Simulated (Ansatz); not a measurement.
cyclo-(H2SnO)2 (Sn2O2H4). Charge 0, multiplicity 1. Geometry B3LYP-D4/def2-SVP, basis def2-TZVP, Ansatz.

Cartesian coordinates in Å:
```
Sn 1.3443 0.3726 0.5264
H 1.9643 -0.2468 2.0062
H 2.3950 1.4554 -0.2990
O 0.5552 -1.0521 -0.6731
Sn -1.3443 -0.3726 -0.5264
H -2.3951 -1.4554 0.2990
H -1.9642 0.2468 -2.0062
O -0.5552 1.0521 0.6732
```

| run | HOMO (eV) | LUMO (eV) |
| --- | --- | --- |
| A | -7.79 | -1.36 |
| B | -9.17 | -0.51 |
| C | -11.33 | 1.38 |
| D | -6.34 | -2.14 |
| E | -9.17 | -0.63 |
| F | -7.55 | -1.63 |

In the def2 sets Sn takes a core potential; there is no spin–orbit coupling. B3LYP takes the VWN-RPA correlation.

The runs used B3LYP, BHLYP, CAM-B3LYP, HF, PBE, PBE0. Estimate which is which.

A PBE0 (25 % exact exchange); B CAM-B3LYP (range-separated); C HF (100 % exact exchange); D PBE (0 % exact exchange); E BHLYP (50 % exact exchange); F B3LYP (20 % exact exchange). Exact exchange lowers occupied and raises empty levels; among semilocal functionals meta-GGAs tend to open the gap a little, and such runs are hard to tell apart. The gap grows from 4.20 eV (PBE) to 12.70 eV (HF).
